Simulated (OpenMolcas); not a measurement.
Ce2+: the spin-orbit constant, worked from levels

- Program: OpenMolcas 26.06
- Basis: ANO-RCC-VDZP [7s6p4d2f1g]
- Scalar Hamiltonian: X2C, point nucleus
- Active space: 2 electrons in 7 orbitals (4f)
- State averaging: 2S+1 = 3 even, 21 roots; 2S+1 = 1 even, 28 roots (27 in the spin-orbit step)
- Spin-orbit coupling: state interaction with AMFI integrals over the reference wave functions, term energies averaged over their components

Methods: CASSCF; SS-CASPT2, IPEA 0.25 Eh, imaginary shift 0.1 Eh (closed shells correlated: 5s 5p). Measured levels: Martin, Zalubas and Hagan, Atomic Energy Levels: The Rare-Earth Elements, NSRDS-NBS 60 (1978).

**The spin-orbit constant.** For the Hund term ³H of f2, E(J) = (A/2) J(J+1) + constant and ζ = 2S·A = 2A. From J = 4 to J = 6 the energy changes by 11 A.

```csv
Source,E(6) - E(4),A,ζ
CASSCF,3392.9,308.4,617
SS-CASPT2,3409.3,309.9,620
measured,3127.1,284.3,569
```

All in cm-1. SS-CASPT2 is off by +9.0 % and CASSCF by +8.5 %. Both methods take the spin-orbit matrix elements from the reference wave functions, so the second can move ζ only through the term energies and any multistate remixing. Second-order mixing with other terms is absorbed into this ζ.

CASPT2 breaks the degeneracy within a term, and the mean is taken; among the terms shown or strongly mixed into the levels shown the widest spread is 38 cm-1 (4f² ³H, SS-CASPT2). Some high roots are left out of the spin-orbit mixing, which shifts the levels that they would mix with. Without dynamic correlation excited terms often stand tens of per cent too high (terms of higher spin than the ground term too low), and those without a measured partner can miss by more than the paired ones (holds for CASSCF). Computed and measured levels are paired by configuration, term and J; levels that our copy of the source lacks, or whose pairing is in doubt (as where it misses far off the trend of its configuration), stay unpaired and out of the deviations. Only configurations of the active space appear.
